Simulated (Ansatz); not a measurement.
Isomers of CHNO: 1 is N=C=O, 2 is N#CO; one conformer of each (the lowest of an xTB search), B3LYP-D3(BJ)/def2-TZVP minima.
Isomer 1 (charge 0, multiplicity 1, Z-matrix in Å and degrees):
```
C
O 1 1.1640
N 1 1.2097 2 172.93
H 3 1.0049 1 125.93 2 180.00
```
Isomer 2 (charge 0, multiplicity 1):
```tsv
atom	x (Å)	y (Å)	z (Å)
N	1.6183	-0.0956	-0.0516
C	0.4832	0.0651	0.0751
O	-0.7767	0.2990	0.2695
H	-1.3248	-0.2685	-0.2930
```

No zero-point or thermal terms.

Cores are frozen in the correlated methods.

Codes used: Ansatz (Gaussian basis) for Hartree–Fock, density functionals and correlated methods. Each number belongs to the level named beside it.

Question: Estimate the electronic energy of isomer 2 less that of isomer 1 that revPBE/def2-TZVPP returns for this input.

Answer: 30.1 kcal/mol

Question: Give the electronic energy of isomer 2 less that of isomer 1 at the level CCSD/cc-pVTZ.

Answer: 22.8 kcal/mol

Question: Estimate the electronic energy of isomer 2 less that of isomer 1 that CCSD/cc-pVQZ returns for this input.

Answer: 23.3 kcal/mol

Ansatz is a quantum-chemistry and plane-wave program.
